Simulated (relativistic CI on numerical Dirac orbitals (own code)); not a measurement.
## Calculated levels, V18+

Calculated at this level of theory: Dirac-Coulomb-Breit CI, KLI orbitals optimised for each configuration, QED by a radiative potential, unscaled Slater integrals (own radial code, finite nucleus).

Configurations in the expansion (outside the closed core 1s2): 2s2 2p, 2s 2p2, 2p3, 2p2 3s, 2p2 3p, 2p2 3d, 2s2 3s, 2s2 3p, 2s2 3d, 2s 2p 3s, 2s 2p 3p, 2s 2p 3d, 2s2 4s, 2s2 4p, 2s2 4d, 2s2 4f. Levels of other configurations are missing.

The lowest level is 2s2 2p 2P°_1/2, with 98 % of that term; Hund's rules for 2s2 2p give 2P° with J = 1/2, in agreement.

```
No.  Configuration  Term    J   E (eV)    %  Next component (%)  Landé g  jj configuration (%)
  1         2s2 2p   2P°  1/2    0.000   98           2 2p3 2P°    0.662            2p1/2 (98)
  2         2s2 2p   2P°  3/2    8.486   97           3 2p3 2P°    1.331            2p3/2 (97)
  3         2s 2p2    4P  1/2   40.691   98                2 2S    2.652       2s 2p1/2^2 (57)
  4         2s 2p2    4P  3/2   44.315  100                        1.729   2s 2p1/2 2p3/2 (92)
  5         2s 2p2    4P  5/2   48.406   98                2 2D    1.588       2s 2p3/2^2 (52)
  6         2s 2p2    2D  3/2   74.624   98                2 2P    0.810   2s 2p1/2 2p3/2 (78)
  7         2s 2p2    2D  5/2   75.633   98                2 4P    1.207   2s 2p1/2 2p3/2 (52)
  8         2s 2p2    2S  1/2   89.808   51               48 2P    1.367       2s 2p1/2^2 (43)
  9         2s 2p2    2P  1/2   98.797   52               48 2S    1.310       2s 2p3/2^2 (70)
 10         2s 2p2    2P  3/2  100.676   98                2 2D    1.320       2s 2p3/2^2 (70)
 11            2p3   4S°  3/2  127.858   97               3 2P°    1.974    2p1/2 2p3/2^2 (48)
 12            2p3   2D°  3/2  143.971   90               9 2P°    0.860    2p1/2 2p3/2^2 (51)
 13            2p3   2D°  5/2  145.671  100                        1.197   2p1/2 2p3/2^2 (100)
 14            2p3   2P°  1/2  161.716   98        2 2s2 2p 2P°    0.662    2p1/2 2p3/2^2 (98)
 15            2p3   2P°  3/2  164.813   86              10 2D°    1.294          2p3/2^3 (79)
 16         2s2 3s    2S  1/2  757.444   94         4 2p2 3s 2S    2.001               3s (94)
 17         2s2 3p   2P°  1/2  776.755   91        4 2p2 3p 2P°    0.665            3p1/2 (91)
 18         2s2 3p   2P°  3/2  779.141   91      4 2s 2p 3s 2P°    1.333            3p3/2 (91)
 19       2s 2p 3s   4P°  1/2  796.076   97               1 2P°    2.637      2s 2p1/2 3s (93)
 20         2s2 3d    2D  3/2  797.073   95         4 2p2 3d 2D    0.798            3d3/2 (95)
 21         2s2 3d    2D  5/2  797.762   95         4 2p2 3d 2D    1.199            3d5/2 (95)
 22       2s 2p 3s   4P°  3/2  798.460   95               4 2P°    1.715      2s 2p1/2 3s (70)
 23       2s 2p 3s   4P°  5/2  804.127   98        1 2p2 3p 4P°    1.598      2s 2p3/2 3s (98)
 24       2s 2p 3s   2P°  1/2  806.711   94        3 2s2 3p 2P°    0.685      2s 2p1/2 3s (78)
 25       2s 2p 3s   2P°  3/2  812.754   92               3 4P°    1.343      2s 2p3/2 3s (90)
 26       2s 2p 3p    4D  1/2  813.115   76               22 2P    0.169   2s 2p1/2 3p1/2 (96)
 27       2s 2p 3p    4D  3/2  815.196   78               18 2P    1.231   2s 2p1/2 3p1/2 (67)
 28       2s 2p 3p    2P  3/2  818.488   43               23 4S    1.471   2s 2p1/2 3p3/2 (71)
 29       2s 2p 3p    2P  1/2  818.668   69               23 4D    0.577   2s 2p1/2 3p3/2 (55)
 30       2s 2p 3p    4D  5/2  818.923   94                4 4P    1.377   2s 2p1/2 3p3/2 (58)
 31       2s 2p 3p    4P  1/2  822.837   94                4 2S    2.611   2s 2p1/2 3p1/2 (62)
 32       2s 2p 3p    4S  3/2  823.208   45               18 2P    1.619   2s 2p1/2 3p3/2 (53)
 33       2s 2p 3p    4D  7/2  824.018  100                        1.427  2s 2p3/2 3p3/2 (100)
 34       2s 2p 3p    4P  3/2  826.662   50               30 2D    1.432   2s 2p3/2 3p1/2 (76)
 35       2s 2p 3p    2D  3/2  827.776   46               21 4P    1.301   2s 2p3/2 3p3/2 (64)
 36       2s 2p 3p    4P  5/2  828.117   80               15 2D    1.528   2s 2p3/2 3p1/2 (57)
 37       2s 2p 3d   4F°  3/2  830.982   92               5 2D°    0.442   2s 2p1/2 3d3/2 (91)
 38       2s 2p 3p    2D  5/2  832.277   83               15 4P    1.258   2s 2p3/2 3p3/2 (78)
 39       2s 2p 3d   4F°  5/2  832.438   89               8 4D°    1.058   2s 2p1/2 3d3/2 (44)
 40       2s 2p 3d   4F°  7/2  834.780   86              12 4D°    1.258   2s 2p1/2 3d5/2 (61)
 41       2s 2p 3p    2S  1/2  836.330   91                4 2P    1.953   2s 2p3/2 3p3/2 (75)
 42       2s 2p 3d   4P°  5/2  836.886   46              28 4D°    1.427   2s 2p1/2 3d5/2 (77)
 43       2s 2p 3d   4D°  3/2  837.558   64              23 4P°    1.282   2s 2p1/2 3d5/2 (39)
 44       2s 2p 3d   4D°  1/2  837.775   86               6 4P°    0.193   2s 2p1/2 3d3/2 (67)
 45       2s 2p 3s   2P°  1/2  838.665   92      3 2s 2p 3d 4D°    0.657      2s 2p3/2 3s (69)
```

Energies count from the lowest computed level; ° marks odd parity. Filled j subshells are mostly left out of the jj labels.

The mean weight of the leading LS term, summed over parents, in these 45 levels is 85 %, and that of the leading jj configuration (from the same eigenvectors) 74 %, so LS coupling describes them better.

At this charge energies of transitions that change n are usually good to better than 1 %, and those within a shell (Δn = 0) to a few per cent.

LS names give the leading component of a level, which can be under half, so a name can repeat, a term be missing and a line seem to break the LS rules.
